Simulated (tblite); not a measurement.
Calculated harmonic vibrations of the isolated species, GFN2-xTB (tblite), most abundant isotopes, no scaling. Against measured fundamentals such values can be off by several per cent, at times by over 20. Modes of hydrogen on phosphorus and silicon can be 10 to 20 % off. One conformer each. Open shells enter through the occupations alone, without spin polarisation, and single modes of such species can be off by tens of per cent. Thermal functions are those of the rigid rotor and harmonic oscillator, without mixing of conformers.

Question: Order these by their zero-point energy, highest first (kcal/mol).
A. `C[C@@H]1CCC(=[O+])OC1` [radical]
B. `C=CC[P-]C(F)=C(F)F`
C. `CC(C)(C)/C=P\C(F)(F)F`
D. `CC1=C([SiH3])CP(P)C1`
E. `C=C[C@@]1(OCC)[SiH2][C@@H]1C`

Answer: E (117.6), C (94.6), A (93.0), D (91.7), B (54.1).

| SMILES | atoms | mass (u) | symmetry number | modes under 300 cm⁻¹ | ZPE (kcal/mol) | S translation (cal/(mol K)) | S rotation | S vibration | S spin | S | Cp |
| --- | --- | --- | --- | --- | --- | --- | --- | --- | --- | --- | --- |
| C=C[C@@]1(OCC)[SiH2][C@@H]1C | 23 | 142.08 | 1 | 10 | 117.6 | 40.8 | 29.8 | 36.7 | 0.0 | 107.3 | 46.7 |
| CC(C)(C)/C=P\C(F)(F)F | 20 | 170.05 | 1 | 10 | 94.6 | 41.3 | 30.2 | 35.3 | 0.0 | 106.8 | 45.2 |
| C[C@@H]1CCC(=[O+])OC1 | 18 | 114.07 | 1 | 5 | 93.0 | 40.1 | 28.1 | 18.4 | 1.4 | 88.0 | 32.4 |
| CC1=C([SiH3])CP(P)C1 | 20 | 162.02 | 1 | 9 | 91.7 | 41.2 | 30.1 | 35.7 | 0.0 | 107.1 | 44.9 |
| C=CC[P-]C(F)=C(F)F | 14 | 153.01 | 1 | 8 | 54.1 | 41.0 | 29.8 | 32.3 | 0.0 | 103.1 | 37.5 |

Entropies and Cp are for 298.15 K and 1 bar.
